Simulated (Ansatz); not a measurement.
Complex: CH4O (SMILES CO) (first 6 atoms) with HBr (SMILES Br); geometry from B3LYP-D3(BJ)/def2-TZVP.
(charge 0, multiplicity 1):
```xyz
8

C     -0.157     0.489     0.212
O     -0.178    -0.763     0.905
H     -0.039     0.338    -0.863
H      0.704     1.037     0.589
H     -1.060     1.072     0.407
H     -0.936    -1.279     0.608
Br    -0.542    -0.013     4.025
H     -0.335    -0.435     2.645
```

Basis-set superposition error: the interaction energy with monomers in their own basis, and in the dimer's basis (counterpoise).

Programs: Ansatz (Gaussian orbitals). Each number belongs to the level named beside it.

```json
[
 {"level": "SVWN5/def2-TZVPPD", "uncorrected (kcal/mol)": "-11.27", "counterpoise (kcal/mol)": "-11.10", "difference": "0.16"},
 {"level": "PBE/def2-TZVPPD", "uncorrected (kcal/mol)": "-6.52", "counterpoise (kcal/mol)": "-6.38", "difference": "0.14"},
 {"level": "revPBE/def2-TZVPPD", "uncorrected (kcal/mol)": "-4.20", "counterpoise (kcal/mol)": "-4.05", "difference": "0.15"},
 {"level": "PBE0/def2-TZVPPD", "uncorrected (kcal/mol)": "-6.26", "counterpoise (kcal/mol)": "-6.12", "difference": "0.14"},
 {"level": "CAM-B3LYP/def2-TZVPPD", "uncorrected (kcal/mol)": "-5.89", "counterpoise (kcal/mol)": "-5.76", "difference": "0.14"},
 {"level": "wB97X-V/def2-TZVPPD", "uncorrected (kcal/mol)": "-6.19", "counterpoise (kcal/mol)": "-6.06", "difference": "0.14"},
 {"level": "B2PLYP/def2-TZVPPD", "uncorrected (kcal/mol)": "-5.71", "counterpoise (kcal/mol)": "-5.38", "difference": "0.33"},
 {"level": "SCS-MP2/aug-cc-pVDZ", "uncorrected (kcal/mol)": "-6.00", "counterpoise (kcal/mol)": "-4.47", "difference": "1.53"},
 {"level": "SCS-MP2/aug-cc-pVQZ", "uncorrected (kcal/mol)": "-5.72", "counterpoise (kcal/mol)": "-5.28", "difference": "0.43"},
 {"level": "CCSD/aug-cc-pVDZ", "uncorrected (kcal/mol)": "-5.72", "counterpoise (kcal/mol)": "-4.26", "difference": "1.47"}
]
```

The error is largest for SCS-MP2/aug-cc-pVDZ (1.53 kcal/mol) and smallest for CAM-B3LYP/def2-TZVPPD (0.14 kcal/mol).

Ansatz is a quantum-chemistry and plane-wave program.
